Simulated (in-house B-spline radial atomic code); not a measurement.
## Ionising neutral technetium with different functionals

Computed with a B-spline radial code for spherical atoms: scalar-relativistic (spin-free X2C) Hamiltonian, Fermi nucleus of rms radius 4.41117 fm, spin-polarised at highest spin, spherical fractional occupations for the functionals, the average over the highest-spin determinants for Hartree-Fock. The ionisation energy is the difference of two self-consistent energies, [Kr] 4d5 5s2 → [Kr] 4d5 5s1, without Breit or QED terms; ε is the level of the shell that loses the electron (its least bound occupied spin orbital). There is no spin-orbit coupling in this Hamiltonian.

```tsv
method	rung	ΔSCF (eV)	-ε(5s) (eV)
Hartree-Fock	Hartree-Fock	5.54	5.68
HF fractional	Hartree-Fock	5.54	5.68
LDA VWN5	LDA	7.30	4.51
LDA PW92	LDA	7.30	4.52
LDA exchange-only	LDA	5.72	3.33
PBE	GGA	6.86	4.24
PBEsol	GGA	6.84	4.27
BLYP	GGA	7.23	4.34
RPBE	GGA	6.82	4.16
PW91	GGA	6.92	4.28
BP86	GGA	7.12	4.45
AM05	GGA	6.88	4.24
OLYP	GGA	6.93	4.04
TPSS	meta-GGA	6.72	4.15
SCAN	meta-GGA	6.58	4.39
r2SCAN	meta-GGA	6.54	4.34
revTPSS	meta-GGA	6.72	4.21
PBE0	global hybrid	6.70	4.83
B3LYP	global hybrid	?	?
TPSSh	global hybrid	6.68	4.40
BHandHLYP	global hybrid	7.00	5.53
r2SCAN0	global hybrid	6.56	4.93
B97-1	global hybrid	7.49	4.90
HSE06	range-separated hybrid	?	?
wB97X	range-separated hybrid	7.59	7.05
CAM-B3LYP	range-separated hybrid	7.19	6.03
LC-wPBE	range-separated hybrid	6.51	6.64
```

Problem. What does HSE06 give?

Solution. ΔSCF 6.72 eV, and -ε(5s) = 4.49 eV.

Problem. What does B3LYP give?

Solution. ΔSCF 7.24 eV, and -ε(5s) = 4.95 eV.

Problem. Among the functionals, which spreads more, the ΔSCF values or the orbital energies?

Solution. The orbital energies: ΔSCF values span about 1.87 eV and the orbital energies 3.72 eV.

Problem. How do they compare with the NIST value?

Solution. NIST lists 7.119 eV (measured, ground level to ground level). Errors run from -1.58 to +0.47 eV; BP86 is closest (-0.00 eV), but part of that can be cancellation, since the calculations leave out spin-orbit coupling, Breit-QED terms, multiplet and fine-structure energies. Hartree-Fock also lacks correlation.
